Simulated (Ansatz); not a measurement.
Molecule: C$_{2}$H$_{6}$AlF (charge 0, singlet). 
Geometry from a B3LYP-D3(BJ)/def2-TZVP (Ansatz, a quantum-chemistry and plane-wave program) optimisation:
SMILES: [Al]([CH3])([CH3])[F]
```xyz
10

C      1.6556    -0.9523     0.2776
Al     0.0033     0.0335    -0.0176
C     -1.7991    -0.5010     0.4869
F      0.1482     1.5011    -0.7896
H      1.4951    -1.8882     0.8165
H      2.1406    -1.1919    -0.6733
H      2.3718    -0.3534     0.8474
H     -2.2367     0.2181     1.1856
H     -1.8282    -1.4855     0.9583
H     -2.4585    -0.5250    -0.3854
```
Charge 0, spin multiplicity 1.

Basis-set convergence of Hartree-Fock and CCSD(T) correlation energies (hartree) with Ansatz. Valence correlation only, unless marked. No spin-orbit coupling. Non-relativistic.

```json
[
 {"basis": "aug-cc-pV(D+d)Z", "functions": "155", "E(HF)": "-420.70573", "E(corr, CCSD(T))": "-0.63815"},
 {"basis": "aug-cc-pV(T+d)Z", "functions": "331", "E(HF)": "-420.76504", "E(corr, CCSD(T))": "-0.76504"},
 {"basis": "aug-cc-pV(Q+d)Z", "functions": "605", "E(HF)": "-420.77947", "E(corr, CCSD(T))": "-0.80439"}
]
```

Extrapolating the two largest sets (X = 3 and 4) as X^-3: E(corr) = (64·(-0.80439) - 27·(-0.76504))/37 = -0.8331 Eh, an estimate of the basis-set limit. The largest set recovers 96.6 % of it, the smallest 76.6 %.
